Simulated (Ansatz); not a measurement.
```xyz
11

O     0.502   -0.101   -1.030
Si   -0.183    0.716    0.307
O     1.009    1.637    0.893
O    -1.406    1.699   -0.095
O    -0.605   -0.634    1.068
Ga    0.133   -1.893   -0.042
F    -0.948   -2.848   -1.015
F     1.695   -2.576    0.315
H     1.295    0.214   -1.472
H     0.780    2.484    1.278
H    -2.272    1.303   -0.209
```

Charge 0, multiplicity 1.

**Question.** List the ωB97M-V/def2-TZVPP orbital energies in eV (Ansatz). (An estimate is asked.)

**Answer.** Ansatz gave: Occupied: -10154.13, -1809.06, -1257.45, -1111.66, -1111.54, -1111.54, -676.37, -676.35, -528.01, -527.00, -526.97, -526.13, -155.14, -149.90, -107.65, -107.43, -107.42, -104.07, -104.02, -104.00, -34.54, -34.39, -33.01, -32.01, -31.52, -30.37, -26.71, -26.67, -26.62, -26.42, -26.35, -20.01, -19.01, -18.20, -16.76, -15.64, -15.06, -14.91, -14.22, -14.18, -13.96, -13.67, -13.44, -13.35, -13.23, -13.10, -13.02, -12.45, -12.01. Lowest empty: 0.80, 1.89, 2.13, 2.54, 3.47, 4.04, 4.18, 4.56.
